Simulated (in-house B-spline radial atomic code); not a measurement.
A radial electron density 4πr²n(r) was computed for an atom or ion in its tabulated ground configuration with a B-spline radial code for spherical atoms; method: Dirac-Kohn-Sham relativistic LDA, spherical fractional occupations. Columns: r (bohr), 4πr²n(r) (electrons per bohr), bar.

```
 0.00218    0.708 #
 0.00259   0.9723 #
 0.00308    1.332 ##
 0.00366    1.814 ##
 0.00436    2.466 ###
 0.00518    3.315 ####
 0.00616    4.428 ######
 0.00733    5.864 #######
 0.00872    7.673 ##########
  0.0104    9.942 #############
  0.0123    12.53 ################
  0.0147    15.71 ####################
  0.0174    19.04 ########################
  0.0208    22.71 #############################
  0.0247    26.09 #################################
  0.0294    28.97 #####################################
  0.0349    30.86 #######################################
  0.0415    31.46 ########################################
  0.0494    30.64 #######################################
  0.0587    28.73 ####################################
  0.0699    26.46 ##################################
  0.0831    24.98 ################################
  0.0988    25.29 ################################
   0.118    27.81 ###################################
    0.14     31.5 ########################################
   0.166    34.52 ############################################
   0.198     34.7 ############################################
   0.235    30.81 #######################################
    0.28     23.6 ##############################
   0.333    16.13 ####################
   0.396    11.46 ###############
   0.471    10.77 ##############
    0.56    12.39 ################
   0.666    13.28 #################
   0.792    11.58 ###############
   0.942    7.854 ##########
    1.12    4.047 #####
    1.33    1.546 ##
    1.58   0.4174 #
    1.88  0.07431 
    2.24 0.008094 
    2.67 0.0004992
```

(1) Which atom or ion is it?
A. Fe7+
B. Cr8+
C. Fe8+
D. Mn8+

Results:

(1) C. The area under the curve, ∫4πr²n dr = ∫r·4πr²n d(ln r) on this logarithmic grid, is 18 electrons, which only this option has. The configuration is [Ne] 3s2 3p6.
